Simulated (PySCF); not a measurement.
Gas-phase reaction: Au₂ + 2 H → 2 AuH

Method: PySCF energies (xtb for GFN2) plus ideal-gas RRHO corrections (1 bar). † marks an energy on the PBE0/def2-TZVP geometry and frequencies; other levels use their own. MP2 freezes the core. Open shells (unrestricted): H (multiplicity 2); the rest are closed-shell singlets. GFN2 has no spin-polarisation term. Au: scalar-relativistic def2 core potential, no spin-orbit coupling. MP2 isn't extrapolated to the basis-set limit.

```csv
level,"ΔH°(298 K), kJ"
BLYP/def2-TZVP†,-384
GFN2-xTB,(withheld)
MP2/def2-SVP†,-326
PBE0/def2-TZVP,-355
r2SCAN/def2-TZVP†,(withheld)
ωB97M-V/def2-TZVP†,(withheld)
ωB97X-V/def2-TZVP†,-364
```

Task: What belongs in the gaps?

Result: 
- GFN2-xTB, ΔH°(298 K), kJ: -561
- r2SCAN/def2-TZVP†, ΔH°(298 K), kJ: -381
- ωB97M-V/def2-TZVP†, ΔH°(298 K), kJ: -368
